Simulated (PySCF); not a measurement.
Species: C₅H₈OSi.
Numbering: `[SiH3:1][CH2:2][c:3]1[cH:4][cH:5][cH:6][o:7]1` (hydrogens: H8, H9, H10 on Si1; H11, H12 on C2; H13 on C4; H14 on C5; H15 on C6)

Cartesian coordinates in Å at the PBE0-D3(BJ)/def2-SVP level; atoms count from 1:
```xyz
15
C5H8OSi angstrom
Si    -2.3639    0.1495    0.5536
C     -1.0550   -0.8199   -0.4258
C      0.3217   -0.3094   -0.2252
C      1.3817   -0.7300    0.5296
C      2.4222    0.2335    0.3360
C      1.9137    1.1640   -0.5174
O      0.6452    0.8438   -0.8568
H     -2.0769    0.0428    2.0159
H     -2.3525    1.5881    0.1558
H     -3.7198   -0.4208    0.2795
H     -1.1033   -1.8744   -0.1148
H     -1.3235   -0.7832   -1.4950
H      1.4139   -1.6248    1.1473
H      3.4186    0.2294    0.7725
H      2.3148    2.0708   -0.9618
```

Method: core-valence-separated Tamm–Dancoff BHandHLYP/aug-pcX-1 (pcseg-1 on H, def2-SVPD on Si) in PySCF, non-relativistic, gas phase, PBE0-D3(BJ)/def2-SVP geometry. No empirical shift is added; at this level the pattern usually sits a few eV under experiment.

The lowest roots of each edge with f over 0.003 (five at most, numbered afresh; weaker and dark ones are left out), with transition dipoles (au) in the frame of the coordinates:

```
root  edge  E (eV)       f       μx       μy       μz
   1     C  283.65  0.0492  -0.0286   0.0445   0.0654
   2     C  283.81  0.0599  -0.0313   0.0479   0.0731
   3     C  284.43  0.0615   0.0316  -0.0498  -0.0731
   4     C  284.65  0.0670  -0.0311   0.0523   0.0768
   5     C  285.59  0.0089   0.0217   0.0260   0.0113
   6     O  532.94  0.0317   0.0165  -0.0264  -0.0382
   7     O  536.16  0.0033   0.0127  -0.0041   0.0086
   8     O  536.32  0.0094   0.0018   0.0211  -0.0164
   9     O  536.68  0.0079   0.0209   0.0128   0.0009
```

Molecules are fixed in this frame and the field points along x. What effective strengths 3 f cos²θ do the roots have (θ between field and μ)?

root 1 (C5): 0.017, root 2 (C4): 0.020, root 3 (C6): 0.021, root 4 (C3): 0.020, root 5 (C2): 0.010, root 6 (O7): 0.011, root 7 (O7): 0.006, root 8 (O7): 0.000, root 9 (O7): 0.017. Averaged over all orientations cos²θ is 1/3, which gives f back.

Rough CPU time on one thread of a shared machine: about 80 s.

One conformer stands for the species.
